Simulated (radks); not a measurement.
Valence configurations of Sn+ (all share [Kr]). Calculated with a radial shooting solver on a logarithmic mesh with Libxc functionals: non-relativistic Kohn-Sham, PBE, spin-polarised, spherical densities, point nucleus; open shells are filled with parallel spins first (spin-orbit coupling, left out, can overturn this in heavy ions); relativity is left out, which matters for an element this heavy. Energies are relative to 4d10 5s2 5p1; eigenvalues in eV for spin up.

valence          E (eV)  moment (Bohr magnetons)    e(4d)    e(5p)    e(5s)
4d10 5s2 5p1      0.000                        1  -35.211  -10.650  -17.292
4d10 5s1 5p2      5.194                        3  -36.422  -11.716  -18.556
4d10 5p3         12.074                        3  -37.612  -12.287        -
4d9.5 5s2 5p1.5  12.709                        2  -38.572  -11.607  -18.600
4d9.5 5s1.5 5p2  15.416                        3  -39.151  -12.126  -19.210
4d9 5s2 5p2      26.381                        3  -41.906  -12.511  -19.843
4d9 5s1 5p3      31.368                        5  -42.929  -13.395  -20.906
4d8.5 5s2 5p2.5  41.015                        4  -45.222  -13.372  -21.033
4d8 5s2 5p3      56.606                        5  -48.526  -14.200  -22.179
4d7.5 5s2 5p3.5  74.390                        5  -51.925  -14.835  -23.128

NIST lists [Kr] 4d10 5s2 5p1 as the ground configuration; this level of theory agrees among the configurations tried. The energies are those of spherical high-spin densities, not of single terms. Relativity is left out, which favours d and f over s occupation in heavy atoms.
